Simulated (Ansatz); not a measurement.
Reaction (isomerisation): `SC1O[SiH2]1` → `O[SiH]1CS1`

Isolated molecules relaxed with PBE0-D4/def2-TZVP in Ansatz; ΔE leaves out vibrations. CBS: MP2 limit from def2 TZ/QZ plus the TZ coupled-cluster correction, frozen cores. Functionals use def2-TZVPP. Each species was taken in one conformer, which may not be the lowest.

```json
{"species": "`SC1O[SiH2]1`", "PBE0 energy (Eh)": "-803.07547"}
{"species": "`O[SiH]1CS1`", "PBE0 energy (Eh)": "-803.15799"}
```

(1) Work out ΔE.

(2) What do rigid-rotor, harmonic-oscillator terms from PBE0-D4/def2-TZVP frequencies (298.15 K, 1 bar) make of the CCSD(T)/CBS value? (Best estimate.)

Largest T1 diagnostic among the species: 0.015.

Results:

(1) ΔE = (-803.15799) − (-803.07547) = -0.08252 Eh = -2.25 eV. CCSD(T)/CBS gives -2.28 eV.

(2) Computed: ΔZPE = +0.13 eV, ΔH = -2.15 eV, ΔS = 1 J/(mol·K), ΔG = -2.15 eV.

From PBE to PBE0 (25 % exact exchange), in def2-TZVPP and without D4, ΔE moves by −0.12 eV. At CCSD(T), def2-SVP lies +0.26 eV from the extrapolated value and def2-TZVPP +0.05 eV.
